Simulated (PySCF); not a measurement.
Cd(Me)(SMe) (C2H6CdS), SMILES C[S][Cd][CH3].

Geometry optimised at B3LYP-D3(BJ)/def2-SVP. The structure was generated by enumeration; whether it is a known compound was not checked. The def2 effective core potentials stand for the cores of Cd; spin–orbit coupling is left out. One conformer was computed; it need not be the lowest.

Method: TDA-PBE/def2-SVPD (PySCF).

Vertical excitations. Gas-phase values at a fixed geometry.

| state | energy (eV) | λ (nm) | f | main pairs |
|---|---|---|---|---|
| S1 | 3.83 | 323 | 0.004 | HOMO→LUMO 95 % |
| S2 | 4.07 | 305 | 0.011 | HOMO→LUMO+1 95 % |
| S3 | 4.58 | 271 | 0.004 | HOMO→LUMO+2 81 %, HOMO−1→LUMO 17 % |
| S4 | 4.92 | 252 | 0.004 | HOMO−1→LUMO+1 65 %, HOMO−1→LUMO 29 % |
| S5 | 5.35 | 232 | 0.000 | HOMO−1→LUMO+2 99 % |
| S6 | 5.76 | 215 | 0.005 | HOMO→LUMO+3 69 %, HOMO→LUMO+4 30 % |
| S7 | 5.76 | 215 | 0.548 | HOMO−1→LUMO 40 %, HOMO−1→LUMO+1 27 %, HOMO→LUMO+2 10 %, HOMO−1→LUMO+5 7 % |
| S8 | 5.93 | 209 | 0.009 | HOMO→LUMO+4 69 %, HOMO→LUMO+3 28 % |
| S9 | 6.42 | 193 | 0.042 | HOMO−2→LUMO 61 %, HOMO−2→LUMO+1 29 % |
| S10 | 6.46 | 192 | 0.005 | HOMO→LUMO+5 91 % |
| T1 | 3.64 | 341 | 0 | HOMO→LUMO 96 % |
| T2 | 3.82 | 325 | 0 | HOMO→LUMO+1 95 % |
| T3 | 4.17 | 297 | 0 | HOMO→LUMO+2 96 % |
| T4 | 4.38 | 283 | 0 | HOMO−1→LUMO 84 % |
Triplets are in the Tamm–Dancoff approximation.
